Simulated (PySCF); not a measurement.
## Tungsten: highly charged ions in a basis for the neutral atom

W¹²⁺ [Kr] 4d10 4f14 5s2. Computed with PySCF 2.14 in def2-TZVP with the def2 core potential (60 electrons), with a scalar-relativistic core potential. No spin-orbit coupling, so a gap to NIST mixes the basis error with missing relativistic terms.

Changed run: basis of the neutral atom used for a highly charged ion. This setting is unsound on purpose.

```tsv
species	method	sound run (hartree)	changed run (hartree)	converged
W¹²⁺	UHF	not run	-21.49978	yes
W¹²⁺	MN15	not run	-21.66305	yes
W¹²⁺	BP86	not run	-21.65816	yes
```

The contracted functions were made for the neutral atom and can be too rigid for a highly charged ion.
